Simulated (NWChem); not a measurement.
# BSiH$_{4}$OF; SMILES OB(F)[SiH3]

```xyz
8

B     -0.0326    -0.5585     0.0022
F      1.1029    -1.2679    -0.0034
O     -1.2034    -1.2206     0.0020
H     -1.0854    -2.1808    -0.0034
Si     0.0296     1.4735     0.0018
H     -1.3380     2.0632     0.1184
H      0.6557     1.9648    -1.2666
H      0.8667     1.9664     1.1405
```
Atoms are numbered in this order, from 1.

Results from NWChem. Pople sets run with spherical d functions. Structure relaxed at the PBE0/def2-SVP level. Atomic charges in e: unrestrained fits to the electrostatic potential beside Mulliken populations; buried atoms are poorly determined by the fit.

For level Hartree-Fock/6-31G*:

- ESP B1 = 0.73
- Mulliken B1 = 0.59
- Mulliken F2 = -0.41
- ESP O3 = -0.77
- Mulliken O3 = -0.71
- Mulliken Si5 = 0.47

### Question
What are these values for level B3LYP/def2-SVP?

### Answer
- ESP B1 = 0.60
- Mulliken B1 = 0.07
- Mulliken F2 = -0.12
- ESP O3 = -0.64
- Mulliken O3 = -0.10
- Mulliken Si5 = 0.21
